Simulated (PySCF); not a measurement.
## The 15-electron isoelectronic series, spin-free X2C

All values are computed (PySCF 2.14, energy differences of UHF-based or UKS calculations, no spin-orbit coupling). Each ion has its own even-tempered basis scaled to its charge (17s12p4d4f for the first); frozen: 1s2. Ionisation energies in eV.

| ion | configuration | UHF | LDA | PBE | PBE0 | r2SCAN | MP2 (outer shells) | CCSD (outer shells) | NIST (with spin-orbit, Breit and QED) |
| --- | --- | --- | --- | --- | --- | --- | --- | --- | --- |
| Dy⁵¹⁺ | [Ne] 3s2 3p3 (4S) | 4711.7 | 4711.6 | 4712.5 | 4712.7 | 4713.7 | 4712.3 | 4712.2 | 4629 ± 4 (t) |
| Ho⁵²⁺ | [Ne] 3s2 3p3 (4S) | 4889.6 | 4889.4 | 4890.2 | 4890.5 | 4891.5 | 4890.1 | 4890.0 | 4802 ± 4 (t) |
| Er⁵³⁺ | [Ne] 3s2 3p3 (4S) | 5070.7 | 5070.5 | 5071.4 | 5071.6 | 5072.8 | 5071.3 | 5071.2 | 4978 ± 5 (t) |
| Tm⁵⁴⁺ | [Ne] 3s2 3p3 (4S) | 5255.6 | 5255.3 | 5256.3 | 5256.5 | 5257.6 | 5256.2 | 5256.1 | 5157 ± 5 (t) |
| Yb⁵⁵⁺ | [Ne] 3s2 3p3 (4S) | 5444.0 | 5443.6 | 5444.6 | 5444.8 | 5446.0 | 5444.5 | 5444.4 | 5339 ± 5 (t) |
| Lu⁵⁶⁺ | [Ne] 3s2 3p3 (4S) | 5636.0 | 5635.6 | 5636.7 | 5636.9 | 5638.1 | 5636.6 | 5636.5 | 5525 ± 5 (t) |
| Hf⁵⁷⁺ | [Ne] 3s2 3p3 (4S) | 5831.6 | 5831.1 | 5832.2 | 5832.4 | 5833.6 | 5832.2 | 5832.1 | 5713 ± 6 (t) |
| Ta⁵⁸⁺ | [Ne] 3s2 3p3 (4S) | 6030.9 | 6030.4 | 6031.5 | 6031.7 | 6033.0 | 6031.5 | 6031.4 | 5907 ± 6 (t) |
| W⁵⁹⁺ | [Ne] 3s2 3p3 (4S) | 6233.7 | 6233.2 | 6234.3 | 6234.6 | 6235.9 | 6234.4 | 6234.3 | 6093 ± 5 (s) |
| Re⁶⁰⁺ | [Ne] 3s2 3p3 (4S) | 6440.4 | 6439.8 | 6441.0 | 6441.2 | 6442.5 | 6441.0 | 6441.0 | 6300 ± 10 (t) |

Each ion has its own basis, which adds noise of up to about 0.1 % along the series.

NIST values marked (s) are semi-empirical, (t) theoretical. Open shells are high-spin determinants of the terms that Hund's rules give; for the heavier ions, far from LS coupling, these are not the ground levels.

Spin-orbit coupling of the open shells is absent from the calculated values and included in NIST's; it grows fast with Z.
